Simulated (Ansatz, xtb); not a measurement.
Two isomers of C4H2FNO3

Structure X: `N#C[C@@H]1OC(=O)O[C@H]1F`, a singlet. Structure Y: `N#C[C@@H]1OC(=O)O[C@@H]1F`, a singlet. Both are isolated molecules in the gas phase, relaxed with PBE0-D3(BJ)/def2-SVP; the shapes shown needn't be the lowest conformers.

X (Å):

```yaml
atoms:
  - { symbol: C, position_ang: [-1.8508, -0.3171, -0.3177] }
  - { symbol: C, position_ang: [-0.5938, -0.6430, -0.9943] }
  - { symbol: C, position_ang: [1.3272, 0.0011, 0.0209] }
  - { symbol: C, position_ang: [0.0193, 0.5644, -1.7369] }
  - { symbol: F, position_ang: [0.5532, 0.1445, -2.9044] }
  - { symbol: N, position_ang: [-2.8525, -0.0526, 0.1945] }
  - { symbol: O, position_ang: [0.4100, -0.9932, -0.0733] }
  - { symbol: O, position_ang: [2.2370, 0.0236, 0.7671] }
  - { symbol: O, position_ang: [1.0202, 0.9774, -0.8802] }
  - { symbol: H, position_ang: [-0.7552, -1.4706, -1.7014] }
  - { symbol: H, position_ang: [-0.6734, 1.3942, -1.9350] }
```

Y (Å):

```yaml
atoms:
  - { symbol: C, position_ang: [0.4614, -0.2011, 0.7943] }
  - { symbol: C, position_ang: [-0.8105, -0.1241, 0.0853] }
  - { symbol: C, position_ang: [-1.8059, -1.4124, -1.4855] }
  - { symbol: C, position_ang: [-0.7183, 0.5645, -1.2950] }
  - { symbol: F, position_ang: [0.5322, 0.4841, -1.7922] }
  - { symbol: N, position_ang: [1.4534, -0.2432, 1.3846] }
  - { symbol: O, position_ang: [-1.3014, -1.4081, -0.2313] }
  - { symbol: O, position_ang: [-2.3723, -2.3097, -1.9955] }
  - { symbol: O, position_ang: [-1.5827, -0.1941, -2.0600] }
  - { symbol: H, position_ang: [-1.5424, 0.3996, 0.7248] }
  - { symbol: H, position_ang: [-1.0361, 1.6164, -1.2991] }
```

Energies in hartree; the thermal terms are from GFN2-xTB frequencies at re-optimised GFN2-xTB minima (ideal gas, soft modes damped towards free rotors, one conformer each, 298.15 K, 1 atm) and include the zero-point energy:

|  | X | Y |
| --- | --- | --- |
| E, CCSD(T)/def2-SVP | −532.135783 | −532.134191 |
| E, MP2/def2-SVP | −532.064342 | −532.062775 |
| E, MP2/def2-TZVPP | −533.055737 | −533.053477 |
| zero-point energy | 0.062197 | 0.062195 |
| H(298 K) − E | 0.070509 | 0.070524 |
| G(298 K) − E | 0.029464 | 0.029491 |

Q: Correct the CCSD(T) difference for the basis set by the MP2 change, then work out ΔE, ΔE₀, ΔH and ΔG for X → Y in kcal/mol (1 Eh = 627.51 kcal/mol) and the equilibrium ratio [Y]/[X].

A: 1. Differences Y − X: CCSD(T) +0.001592, MP2 in the small set +0.001567, MP2 in the large set +0.002260 Eh.
2. ΔE = +0.001592 + (+0.002260 − (+0.001567)) = +0.002285 Eh = +1.43 kcal/mol.
3. ΔE₀ = ΔE + ΔZPE = +0.002285 + (−0.000002) Eh = +1.43 kcal/mol.
4. ΔH = ΔE + (+0.000015) Eh = +1.44 kcal/mol.
5. ΔG = ΔE + (+0.000027) Eh = +1.45 kcal/mol, so ΔS = (ΔH − ΔG)/T = −0.1 J/(mol K).
6. kT = 0.9442 mEh, so K = [Y]/[X] = exp(−ΔG/kT) = exp(−2.45) ≈ 0.086.

The sums favour X, but ΔE leans on the basis-set step (CCSD(T) alone has the other sign or is under 1 kcal/mol), so the order isn't settled. An error of 1 kcal/mol in ΔG would change K by a factor of 5.4. Mirror images and further conformers aren't counted.

As drawn, both hold the same kinds of bond in the same numbers.

Other levels gave ΔE = +2.1 (GFN2-xTB); +0.3 (HF/STO-3G, GFN2-xTB geometries); +0.9 (r2SCAN-D4/def2-SVP, GFN2-xTB geometries); +1.0 (PBE0-D3(BJ)/def2-SVP); +1.4 (HF/def2-SVP); +1.0 (MP2/def2-SVP); +1.0 (CCSD(T)/def2-SVP) kcal/mol. The correlated steps freeze 9 core orbitals. Programs: Ansatz 0.2.0, xtb 6.7.1.
